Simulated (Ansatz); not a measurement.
```yaml
crystal:
  periodic: [false, false, false]
  atoms:
    - {symbol: I, position_ang: [-4.013160, -1.163085, -7.373836]}
    - {symbol: Ga, position_ang: [-1.483251, -0.460981, -2.646598]}
    - {symbol: C, position_ang: [1.462852, 1.427258, -0.061684]}
    - {symbol: C, position_ang: [0.169741, -0.664354, 2.270322]}
    - {symbol: O, position_ang: [-2.097393, -2.326186, 0.840539]}
    - {symbol: H, position_ang: [1.132125, 3.764468, 0.356712]}
    - {symbol: H, position_ang: [3.755382, 1.030494, -0.639673]}
    - {symbol: H, position_ang: [-0.773184, 0.557926, 4.121528]}
    - {symbol: H, position_ang: [1.846888, -2.165519, 3.132668]}
basis:
  gaussian: {orbitals: STO-3G, point_charges: [{charge: 1.00, position_ang: [5.807, -0.980, -0.857]}]}
hamiltonian: {xc: {name: LC-wPBE}}
output: {forces: true}
```

```sh
$ ansatz run in.yaml --threads 4 --pin off --events-out ev --progress --plain --max-ram 10444MiB
```

Output, abridged:

```
Functional definition: LC-wPBE
683 factors; integrals over basis functions are off by at most 2.9e-5 eV
244 factors; integrals over basis functions are off by at most 1.7e-5 eV
mean field evaluation 1: about -240552.9193 eV, gradient 2.6e2 eV
mean field evaluation 2: about -241938.8827 eV, gradient 5.2e1 eV
mean field evaluation 4: about -240114.2590 eV, gradient 2.8e2 eV
mean field evaluation 8: about -241979.1944 eV, gradient 1.1e2 eV
mean field evaluation 16: about -242281.8292 eV, gradient 5.6e1 eV
mean field evaluation 32: about -242290.0783 eV, gradient 3.7e-2 eV
mean field evaluation 64: about -242290.0787 eV, gradient 2.3e-7 eV
mean field -242290.07868064 eV, -8903.9961613996 hartree, gradient 2.4e-10 eV, S^2 0.000000; 6 other end points of the search recorded, 0 dependent functions left out
reference -242290.07868065 eV, -8903.9961613999 hartree; 54, 54 occupied and 10, 10 virtual orbitals, 683 factors
Total energy: -242290.07868065 eV, -8903.9961613999 hartree
Atom 0 at    -4.013160    -1.163085    -7.373836 Å, force     0.266411     0.067051     0.475828 eV/Å
Atom 1 at    -1.483251    -0.460981    -2.646598 Å, force    -0.291998    -0.073370    -0.423909 eV/Å
Atom 2 at     1.462852     1.427258    -0.061684 Å, force     2.976429     3.207755    -0.192404 eV/Å
Atom 3 at     0.169741    -0.664354     2.270322 Å, force     1.135890    -0.425648     4.346732 eV/Å
Atom 4 at    -2.097393    -2.326186     0.840539 Å, force     0.089813     0.082702     0.031340 eV/Å
Atom 5 at     1.132125     3.764468     0.356712 Å, force     0.770934    -4.082846    -0.776514 eV/Å
Atom 6 at     3.755382     1.030494    -0.639673 Å, force    -3.645261     0.671903     0.975189 eV/Å
Atom 7 at    -0.773184     0.557926     4.121528 Å, force     1.731052    -2.238969    -3.113393 eV/Å
Atom 8 at     1.846888    -2.165519     3.132668 Å, force    -2.929469     2.641840    -1.341903 eV/Å
Dipole moment:     0.246541     0.442987     1.604100 e Å
```

In this input the geometry is stretched to more than twice its size. Self-consistency was reached. The result belongs to that input, not to the molecule as meant.
